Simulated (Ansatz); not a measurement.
The inner images of a band of CH$_{4}$AlFO$_{2}$ (9 atoms, charge 0, multiplicity 1) are given out of order.

Computed with Ansatz 0.2.0, RKS PBE-D4/6-31G*.

Image 0:

```xyz
9
Properties=species:S:1:pos:R:3
O -0.272 0.900 1.964
Al 1.025 0.270 1.025
O 0.796 -0.332 -0.595
C -0.383 -0.461 -1.286
F -1.505 -0.330 -0.432
H -1.139 0.807 1.525
H 2.503 0.237 1.584
H -0.454 -1.466 -1.744
H -0.484 0.329 -2.058
```

Image 6:

```xyz
9
Properties=species:S:1:pos:R:3
O -0.346 -0.459 2.213
Al 0.453 0.301 0.890
O 0.730 -0.780 -0.608
C -0.060 -0.143 -1.431
F -0.749 0.997 -0.410
H -0.926 -1.225 2.058
H 1.571 1.373 1.229
H -0.974 -0.658 -1.786
H 0.389 0.547 -2.172
```

Problem. Put them in order from the first end to the last, with their energies above the first end.
A.
```xyz
9
Properties=species:S:1:pos:R:3
O -0.332 -0.349 2.132
Al 0.706 0.288 0.909
O 0.988 -0.433 -0.728
C -0.157 -0.184 -1.373
F -0.923 0.734 -0.423
H -1.215 -0.637 1.839
H 1.923 1.167 1.428
H -0.835 -1.051 -1.503
H -0.067 0.419 -2.297
```
B.
```xyz
9
Properties=species:S:1:pos:R:3
O -0.362 0.125 2.123
Al 0.976 0.263 1.049
O 0.855 -0.114 -0.653
C -0.322 -0.259 -1.343
F -1.393 0.358 -0.648
H -1.216 -0.005 1.667
H 2.407 0.669 1.579
H -0.603 -1.324 -1.464
H -0.254 0.242 -2.327
```
C.
```xyz
9
Properties=species:S:1:pos:R:3
O -0.265 -0.501 2.148
Al 0.554 0.325 0.874
O 0.944 -0.575 -0.712
C -0.086 -0.176 -1.409
F -0.804 0.892 -0.351
H -1.075 -1.003 1.954
H 1.661 1.375 1.302
H -0.926 -0.883 -1.554
H 0.085 0.499 -2.270
```
D.
```xyz
9
Properties=species:S:1:pos:R:3
O -0.353 -0.133 2.140
Al 0.883 0.256 1.006
O 0.914 -0.287 -0.670
C -0.263 -0.202 -1.359
F -1.178 0.610 -0.609
H -1.219 -0.374 1.762
H 2.195 0.964 1.534
H -0.763 -1.183 -1.487
H -0.127 0.303 -2.334
```
E.
```xyz
9
Properties=species:S:1:pos:R:3
O -0.334 0.513 2.105
Al 1.003 0.272 1.049
O 0.808 -0.174 -0.624
C -0.351 -0.357 -1.336
F -1.492 0.006 -0.581
H -1.196 0.407 1.659
H 2.489 0.427 1.561
H -0.483 -1.422 -1.610
H -0.357 0.283 -2.239
```

Solution. E (0.000 eV), B (+0.006 eV), D (+0.032 eV), A (-0.067 eV), C (-0.236 eV).

Run time: 2.1 min on 1 thread of Arm Neoverse V1, with other jobs on the host, peak memory 0.27 GiB.
